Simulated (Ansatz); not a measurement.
Two members of one family (Oligo(phenylene vinylene), dithiol), computed with Ansatz in the gas phase. Binding counts from free atoms in the multiplicity of their measured ground term, without zero-point energy. Sets without diffuse functions give affinities that are too small. A dash marks a value that wasn't run or was left out as unsound. The structures are stationary points that may keep the symmetry of their start.

First: S/C=C/c1ccc(/C=C/c2ccc(/C=C/c3ccc(/C=C/c4ccc(S)cc4)cc3)cc2)cc1 (singlet, charge 0, PBE-D4/def2-SVP geometry).

Cartesian coordinates in Å:
```
S -1.520 -14.099 3.607
C -1.319 -12.351 3.588
C -1.424 -11.612 2.451
C -1.321 -10.159 2.351
C -1.333 -9.553 1.067
C -1.222 -8.173 0.905
C -1.093 -7.311 2.024
C -0.965 -5.864 1.921
C -0.906 -5.123 0.776
C -0.766 -3.677 0.673
C -0.728 -2.807 1.794
C -0.574 -1.433 1.632
C -0.446 -0.837 0.348
C -0.263 0.604 0.248
C -0.071 1.331 -0.892
C 0.141 2.768 -0.990
C 0.129 3.644 0.126
C 0.365 5.008 -0.029
C 0.629 5.585 -1.300
C 0.894 7.015 -1.390
C 1.218 7.720 -2.512
C 1.499 9.148 -2.603
C 1.858 9.708 -3.854
C 2.151 11.066 -4.001
C 2.092 11.928 -2.886
S 2.476 13.639 -3.137
C 1.730 11.390 -1.629
C 1.442 10.033 -1.495
C 0.625 4.711 -2.417
C 0.388 3.347 -2.263
C -0.498 -1.706 -0.773
C -0.654 -3.080 -0.611
C -1.093 -7.918 3.308
C -1.205 -9.296 3.470
H -1.102 -14.291 4.887
H -1.126 -11.878 4.563
H -1.593 -12.141 1.496
H -1.429 -10.196 0.178
H -1.236 -7.754 -0.112
H -0.901 -5.339 2.889
H -0.954 -5.649 -0.194
H -0.822 -3.218 2.809
H -0.547 -0.783 2.521
H -0.267 1.135 1.215
H -0.053 0.797 -1.859
H -0.067 3.247 1.133
H 0.355 5.663 0.857
H 0.831 7.554 -0.429
H 1.290 7.178 -3.471
H 1.914 9.048 -4.735
H 2.432 11.463 -4.988
H 2.299 14.027 -1.844
H 1.676 12.046 -0.746
H 1.165 9.651 -0.502
H 0.813 5.110 -3.425
H 0.396 2.692 -3.149
H -0.414 -1.294 -1.790
H -0.688 -3.729 -1.500
H -1.003 -7.273 4.197
H -1.209 -9.714 4.488
```

```
             level  HOMO (eV)  LUMO (eV)  gap (eV)  vertical IE (eV)  vertical EA (eV)  vertical triplet (eV)  binding per atom (eV)
   PBE-D4/def2-SVP      -4.52      -2.87      1.65              5.78              1.66                   1.53                   5.37
r2SCAN-D4/def2-SVP      -4.68      -2.89      1.79                 –                 –                      –                   5.20
  PBE0-D4/def2-SVP      -5.28      -2.32      2.97              6.17              1.49                   1.89                   5.26
```

Second: C48H38S2 (singlet, charge 0, PBE-D4/def2-SVP geometry).

Cartesian coordinates in Å:
```
S 11.689 13.007 -12.220
C 10.834 12.197 -10.910
C 10.090 11.076 -11.102
C 9.328 10.357 -10.085
C 9.227 10.771 -8.732
C 8.486 10.036 -7.809
C 7.798 8.848 -8.173
C 7.036 8.128 -7.161
C 6.323 6.976 -7.334
C 5.559 6.260 -6.322
C 5.446 6.682 -4.972
C 4.697 5.953 -4.052
C 4.014 4.761 -4.415
C 3.248 4.044 -3.406
C 2.531 2.895 -3.582
C 1.771 2.173 -2.572
C 1.089 0.981 -2.937
C 0.354 0.242 -2.016
C 0.254 0.651 -0.661
C -0.488 -0.084 0.354
C -1.174 -1.253 0.183
C -1.900 -1.999 1.201
C -2.010 -1.586 2.555
C -2.706 -2.352 3.485
C -3.333 -3.577 3.131
C -4.029 -4.341 4.156
C -4.646 -5.550 4.003
C -5.331 -6.321 5.030
C -5.471 -5.888 6.377
C -6.128 -6.666 7.324
C -6.688 -7.929 6.991
C -7.381 -8.783 7.946
C -7.595 -8.529 9.269
C -8.288 -9.382 10.227
C -8.418 -8.954 11.572
C -9.070 -9.726 12.534
C -9.624 -10.977 12.185
S -10.439 -11.910 13.452
C -9.506 -11.423 10.849
C -8.851 -10.641 9.896
C -6.551 -8.358 5.646
C -5.893 -7.579 4.695
C -3.231 -3.985 1.776
C -2.537 -3.218 0.844
C 0.929 1.847 -0.296
C 1.665 2.586 -1.218
C 4.128 4.339 -5.766
C 4.876 5.068 -6.686
C 7.898 8.436 -9.526
C 8.640 9.170 -10.450
H 12.309 13.939 -11.445
H 10.923 12.665 -9.918
H 10.045 10.645 -12.117
H 9.735 11.687 -8.397
H 8.426 10.384 -6.765
H 7.058 8.588 -6.158
H 6.304 6.515 -8.336
H 5.954 7.599 -4.639
H 4.628 6.305 -3.010
H 3.271 4.502 -2.401
H 2.510 2.438 -4.585
H 1.151 0.637 -3.983
H -0.153 -0.675 -2.351
H -0.467 0.372 1.358
H -1.192 -1.710 -0.820
H -1.540 -0.647 2.881
H -2.771 -2.007 4.530
H -4.032 -3.872 5.155
H -4.635 -6.023 3.006
H -5.055 -4.917 6.684
H -6.211 -6.288 8.354
H -7.761 -9.729 7.522
H -7.214 -7.584 9.691
H -7.990 -7.982 11.865
H -9.151 -9.359 13.569
H -10.791 -12.963 12.664
H -9.931 -12.394 10.554
H -8.777 -11.022 8.867
H -6.975 -9.333 5.353
H -5.803 -7.944 3.660
H -3.706 -4.922 1.448
H -2.473 -3.561 -0.200
H 0.867 2.191 0.749
H 2.172 3.504 -0.884
H 3.620 3.421 -6.097
H 4.947 4.715 -7.727
H 7.383 7.524 -9.861
H 8.698 8.824 -11.494
```

Q: What does the change do? Estimate second minus first.

A: 
```json
{"level": "PBE-D4/def2-SVP", "Δ HOMO (eV)": "0.03", "Δ LUMO (eV)": "-0.14", "Δ gap (eV)": "-0.16", "Δ vertical IE (eV)": "-0.27", "Δ vertical EA (eV)": "0.39", "Δ vertical triplet (eV)": "-0.13", "Δ binding per atom (eV)": "0.06"}
{"level": "r2SCAN-D4/def2-SVP", "Δ HOMO (eV)": "0.04", "Δ LUMO (eV)": "-0.14", "Δ gap (eV)": "-0.18", "Δ vertical IE (eV)": "–", "Δ vertical EA (eV)": "–", "Δ vertical triplet (eV)": "–", "Δ binding per atom (eV)": "0.06"}
{"level": "PBE0-D4/def2-SVP", "Δ HOMO (eV)": "0.06", "Δ LUMO (eV)": "-0.15", "Δ gap (eV)": "-0.21", "Δ vertical IE (eV)": "-0.22", "Δ vertical EA (eV)": "0.31", "Δ vertical triplet (eV)": "-0.05", "Δ binding per atom (eV)": "0.06"}
```
